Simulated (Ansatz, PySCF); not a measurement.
AlBrClH₂N, SMILES [NH2][Al]([Cl])[Br].

Geometry: TPSSh-D3(BJ)/def2-SVP. Other conformers were not sampled.

Vertical ionisation energy (IE) and electron affinity (EA) in eV. Rows of orbital energies are one-electron estimates. Where ΔSCF, EOM or ADC give a negative EA the extra electron is unbound and the value depends on the basis.

| level | IE | EA |
|---|---|---|
| −ε(HOMO), −ε(LUMO), PBE0/def2-TZVP (PySCF) | 7.98 | 0.78 |
| −ε(HOMO), −ε(LUMO), PBE/def2-TZVP (PySCF) | 6.56 | 1.62 |
| ΔSCF, CAM-B3LYP/def2-SVPD (Ansatz), final states of multiplicity 2 and 2 | 10.46 | -0.25 |
| ΔSCF, PBE/def2-SVPD (Ansatz), final states of multiplicity 2 and 2 | 9.87 | -0.03 |

Question: What vertical singlet–triplet gap does ΔSCF give with CAM-B3LYP/def2-SVPD (Ansatz, a quantum-chemistry and plane-wave program) and with PBE/def2-SVPD (Ansatz)? (The exact figures need the calculation; the answer reports its results.)

Answer: 5.73 and 5.10 eV (triplet above singlet where positive).
